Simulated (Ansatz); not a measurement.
Relaxation of C2H6BFSi2 (12 atoms, charge 0, multiplicity 1), to a largest force component of 0.02 eV/Å in at most 50 steps.

Computed with Ansatz, RKS PBE/def2-SVP.

```xyz
12
Properties=species:S:1:pos:R:3:forces:R:3
F -2.049 -2.069 0.187 0.81 -0.18 0.01
B -1.067 -1.120 0.613 0.39 -1.22 -1.15
Si -0.637 -1.002 2.481 1.14 -2.01 -1.16
C -0.253 -0.230 -0.410 -3.91 -5.70 5.63
C 0.254 0.441 -1.224 3.41 4.57 -5.08
Si 1.127 1.502 -2.413 0.33 -0.47 0.46
H 0.838 -1.355 2.677 -0.08 1.11 0.70
H -1.815 -0.220 0.647 -1.40 3.07 0.65
H -1.441 -1.918 3.304 -0.58 0.12 0.80
H 0.703 2.886 -2.227 -0.21 0.83 0.04
H 0.799 1.030 -3.751 -0.12 -0.17 -0.86
H 2.595 1.393 -2.167 0.23 0.04 -0.04
```

Question: Where does it end, and by what steps?

Answer: It converged. After 22 steps the energy has fallen by 3.846 eV; H8 moved furthest, 2.16 Å. Parted: B2–H8 (1.17 → 2.91 Å). Joined: Si3–H8 (2.32 → 1.51 Å).

```tsv
step	energy less start (eV)	largest force component (eV/Å)	accepted
0	0.0000	5.697	yes
1	-1.3086	1.468	yes
2	-1.9249	0.966	yes
3	-2.2681	0.660	yes
4	-2.5578	0.597	yes
5	-2.8359	0.616	yes
6	-3.0204	1.151	yes
7	-3.1431	0.528	yes
8	-3.1866	0.219	yes
9	-3.1984	0.222	yes
10	-3.2301	0.278	yes
11	-3.3361	0.456	yes
12	-3.4989	0.482	yes
13	-3.6460	0.396	yes
14	-3.7513	0.319	yes
15	-3.8217	0.332	yes
16	-3.8172	0.834	no
17	-3.8397	0.228	yes
18	-3.8394	0.407	no
19	-3.8433	0.049	yes
20	-3.8459	0.041	yes
21	-3.8459	0.091	yes
22	-3.8461	0.009	yes
```

```xyz
12
Properties=species:S:1:pos:R:3
F -2.033 -2.183 -0.180
B -1.155 -1.278 0.278
Si -0.878 -1.063 2.293
C -0.402 -0.400 -0.716
C 0.258 0.359 -1.442
Si 1.235 1.483 -2.529
H 0.547 -0.695 2.615
H -1.757 0.062 2.785
H -1.250 -2.309 3.053
H 0.776 2.893 -2.292
H 1.026 1.114 -3.969
H 2.689 1.356 -2.177
```

Time of the run: 79 s on 2 threads of Intel(R) Xeon(R) Platinum 8259CL CPU @ 2.50GHz (Skylake/Cascade Lake) (shared host), peak memory 0.18 GiB.
